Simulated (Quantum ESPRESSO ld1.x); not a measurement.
Problem. The mean radii <r> (bohr) of the occupied orbitals of an atom or ion are listed with their occupations. Method: scalar-relativistic Kohn-Sham, RPBE, spin-unpolarised, spherical densities, point nucleus; computed with ld1.x of Quantum ESPRESSO 7.5.

orbital  occ.      <r>
1s          2  0.03262
2s          2   0.1419
2p          6   0.1237
3s          2   0.3905
3p          6   0.3904
3d         10   0.3703
4s          2   0.9782
4p          6    1.075
4d          7    1.443

Name the element and its charge.

Solution. Z = 45, rhodium, charge +2: Rh2+ in [Kr] 4d7. The 1s radius gives Z: for a bare nucleus <r> = (2 gamma + 1)/(2Z) with gamma = sqrt(1 - (Z/c)^2), 0.0321 bohr for Z = 45, and screening makes it slightly larger (0.03262 here). The occupations add up to 43, and the charge is Z minus that.
